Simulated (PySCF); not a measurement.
Species: SiBr2Me2, C₂H₆Br₂Si.
Cartesian coordinates in Å at the PBE0-D3(BJ)/def2-SVP level; atoms count from 1:
```
atom  x, y, z in Å
Si1    0.5097   -0.0062    0.3482
Br2    0.5507    0.0145    2.5834
Br3    2.6152   -0.0238   -0.3966
C4    -0.3114    1.5559   -0.2418
H5    -1.3584    1.5813    0.0977
H6    -0.2888    1.6010   -1.3416
H7     0.2088    2.4392    0.1556
C8    -0.3280   -1.5727   -0.2081
H9    -0.3909   -1.5983   -1.3072
H10   -1.3451   -1.6231    0.2104
H11    0.2363   -2.4533    0.1308
```

Level of theory: PySCF 2.14.0, density-fitted response routines, TDDFT PBE0/def2-SVPD, vertical, gas phase, core orbitals frozen in the response. Relativistic effects, spin–orbit coupling among them, are left out although an element past zinc is present.

Kohn–Sham orbitals with the atoms that hold most of them (Löwdin shares over 4%, at most four atoms; ? is withheld):

```tsv
orbital	ε (eV)	atoms
LUMO+2	0.48	Br3 27%, Br2 26%, Si1 24%, C4 7%
LUMO+1	0.33	Si1 17%, C4 13%, C8 13%, Br3 12%
LUMO	?	Br2 31%, Br3 31%, Si1 24%, C4 5%
HOMO	-8.24	?
HOMO-1	-8.30	?
HOMO-2	-8.53	Br3 45%, Br2 44%, Si1 6%
HOMO-3	-8.77	Br3 40%, Br2 39%, Si1 12%
```

Question: Give the leading atoms of the HOMO-1.

Answer: Br2 (bonded to Si) 36%; Br3 (bonded to Si) 34%; Si1 (bonded to 2 Br and 2 C) 9%; C8 (bonded to Si and 3 H) 9%. By element: bromine 69%, silicon 9%, carbon 9% or more.

Question: Give the leading atoms of the HOMO.

Answer: Br2 (bonded to Si) 49%; Br3 (bonded to Si) 48%.

Question: What is the LUMO energy, and the HOMO–LUMO gap?

Answer: ε(LUMO) = -0.23 eV; the gap is 8.01 eV (0.2944 hartree).

Question: How does S1 compare with the orbital gap of 8.01 eV?

Answer: S1 is at 6.71 eV (f = 0.024), 1.31 eV below the gap, made of HOMO-1→LUMO (95%). Its leading pair isn't HOMO and LUMO; the energies of that pair differ by 8.07 eV. Without the coupling terms of the response equations the lowest excitation would equal the gap.

Question: Give energy, strength and leading configuration of S1, S2, S3, S7 and S8, and follow the Löwdin shares of the leading atoms from the occupied to the empty orbital.

Answer: 
- S1 (6.71 eV, f 0.024), HOMO-1→LUMO (95%): Br2 36% → 31%, Br3 34% → 31%
- S2 (6.74 eV, f 0.068), HOMO→LUMO (93%): Br2 49% → 31%, Br3 48% → 31%
- S3 (6.88 eV, f 0.0000), HOMO-2→LUMO (94%): Br3 45% → 31%, Br2 44% → 31%
- S7 (7.56 eV, f 0.014), HOMO→LUMO+1 (95%): Br2 49% → at most 12%, Br3 48% → 12%, Si1 at most 4% → 17%, C4 at most 4% → 13%
- S8 (7.59 eV, f 0.130), HOMO-1→LUMO+1 (89%): Br2 36% → at most 12%, Br3 34% → 12%, Si1 9% → 17%, C4 at most 9% → 13%

Löwdin shares depend on the basis, the more so with diffuse functions.
